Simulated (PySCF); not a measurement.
# `C[N+]([BH3-])(C)CC#C`, C$_{5}$H$_{12}$BN

Molfile (atoms numbered from 1):
```
C5H12BN
     RDKit          3D

 19 18  0  0  0  0  0  0  0  0999 V2000
   -1.8701   -0.0546    0.7938 B   0  0  0  0  0  0  0  0  0  0  0  0
   -0.3971    0.0078    0.0607 N   0  0  0  0  0  0  0  0  0  0  0  0
   -0.2473    1.2852   -0.6286 C   0  0  0  0  0  0  0  0  0  0  0  0
   -0.2833   -1.0822   -0.9027 C   0  0  0  0  0  0  0  0  0  0  0  0
    0.6316   -0.1285    1.1007 C   0  0  0  0  0  0  0  0  0  0  0  0
    1.9880   -0.0895    0.5893 C   0  0  0  0  0  0  0  0  0  0  0  0
    3.1000   -0.0545    0.1473 C   0  0  0  0  0  0  0  0  0  0  0  0
   -1.8995    0.8543    1.5664 H   0  0  0  0  0  0  0  0  0  0  0  0
   -1.9295   -1.1145    1.3386 H   0  0  0  0  0  0  0  0  0  0  0  0
   -2.6788    0.0583   -0.0736 H   0  0  0  0  0  0  0  0  0  0  0  0
   -1.0391    1.3848   -1.3675 H   0  0  0  0  0  0  0  0  0  0  0  0
    0.7265    1.3542   -1.1222 H   0  0  0  0  0  0  0  0  0  0  0  0
   -0.3495    2.0975    0.0878 H   0  0  0  0  0  0  0  0  0  0  0  0
    0.6898   -1.0660   -1.4021 H   0  0  0  0  0  0  0  0  0  0  0  0
   -1.0745   -0.9861   -1.6426 H   0  0  0  0  0  0  0  0  0  0  0  0
   -0.4127   -2.0334   -0.3907 H   0  0  0  0  0  0  0  0  0  0  0  0
    0.4636   -1.0756    1.6213 H   0  0  0  0  0  0  0  0  0  0  0  0
    0.4899    0.6784    1.8251 H   0  0  0  0  0  0  0  0  0  0  0  0
    4.0824   -0.0264   -0.2201 H   0  0  0  0  0  0  0  0  0  0  0  0
  1  2  1  0
  2  3  1  0
  2  4  1  0
  2  5  1  0
  5  6  1  0
  6  7  3  0
  1  8  1  0
  1  9  1  0
  1 10  1  0
  3 11  1  0
  3 12  1  0
  3 13  1  0
  4 14  1  0
  4 15  1  0
  4 16  1  0
  5 17  1  0
  5 18  1  0
  7 19  1  0
M  CHG  2   1  -1   2   1
M  END
```

Method used: GIAO HF/pcSseg-1 magnetisability, rotational g tensor and spin-rotation constants, non-relativistic, gas phase in PySCF 2.14.0. Geometry: GFN2-xTB.

Task: Give the nuclear spin-rotation constants along the inertial axes (H = +C I·J) beside the isotropic shieldings.

Result: Rotational constants 4.6435, 1.7625, 1.7358 GHz. A star marks the isotopologue with that one atom substituted, in its own axes.
```
atom  isotope  Caa (kHz)  Cbb (kHz)  Ccc (kHz)  mean (kHz)  σ (ppm)
  B1      11B      0.587      0.294      0.319       0.400    122.9
  N2      14N      0.186      0.071      0.062       0.106    236.5
  H8       1H     -0.446     -0.098     -0.013      -0.185     30.5
  H9       1H     -0.446     -0.098     -0.013      -0.185     30.5
 H10       1H     -0.115     -0.060     -0.170      -0.115     30.4
 H11       1H     -0.137     -0.089     -0.187      -0.138     29.6
 H12       1H     -0.029     -0.125     -0.189      -0.114     29.5
 H13       1H     -0.542     -0.109     -0.022      -0.224     29.8
 H14       1H     -0.029     -0.126     -0.188      -0.114     29.5
 H15       1H     -0.137     -0.089     -0.187      -0.138     29.6
 H16       1H     -0.542     -0.109     -0.022      -0.224     29.8
 H17       1H     -0.549     -0.093     -0.014      -0.219     28.7
 H18       1H     -0.549     -0.093     -0.014      -0.219     28.7
 H19       1H     -0.026     -0.167     -0.202      -0.132     29.8
  C3     13C*      0.912      0.277      0.269       0.486    148.7
  C5     13C*      0.768      0.277      0.332       0.459    147.7
  C6     13C*      0.181      0.509      0.601       0.430    113.2
  C7     13C*      0.453      0.476      0.571       0.500    106.3
```
For the geometry as given, no vibrational averaging.

Task: How do the rotational constants and the g tensor change when H8, H9, H10, H11, H12, H13, H14, H15, H16, H17, H18, H19 are replaced by deuterium?

Result: Constants 3.4701, 1.4735, 1.4524 GHz; g -0.0004, -0.0085, -0.0085, against -0.0009, -0.0105, -0.0106 before.
